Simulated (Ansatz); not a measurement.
Computed with Ansatz on PBE0-D4/def2-TZVP structures; ΔE is electronic, products minus reactants. CCSD(T)/CBS adds triple-zeta CCSD(T) − MP2 to the extrapolated MP2 energy (def2 sets, frozen cores). This one scheme is used for every species.

2 `ClBCl` → `Cl[B@H-]1[Cl+][B@H-](Cl)[Cl+]1`  (dimerisation)

| species | HF/CBS(def2) energy (Eh) |
| --- | --- |
| `ClBCl` | -944.40527 |
| `Cl[B@H-]1[Cl+][B@H-](Cl)[Cl+]1` | -1888.76887 |

(1) Work out ΔE.

Largest T1 diagnostic among the species: 0.012.

## Answers

(1) ΔE = (-1888.76887) − 2 × (-944.40527) = 0.04167 Eh = +109.4 kJ/mol. CCSD(T)/CBS gives +24.8 kJ/mol.

At CCSD(T), def2-SVP lies +16.6 kJ/mol from the extrapolated value and def2-TZVPP +7.7 kJ/mol. From BLYP to BHLYP (50 % exact exchange), in def2-TZVPP and without D4, ΔE moves by −6.5 kJ/mol. Leaving LDA and LC-ωPBE aside and taking each functional with its dispersion term where it has one, the values, not all of them listed here, spread over 40.5 kJ/mol, from revPBE-D4 to B2PLYP. LDA lies −53.6 kJ/mol from PBE without D4.
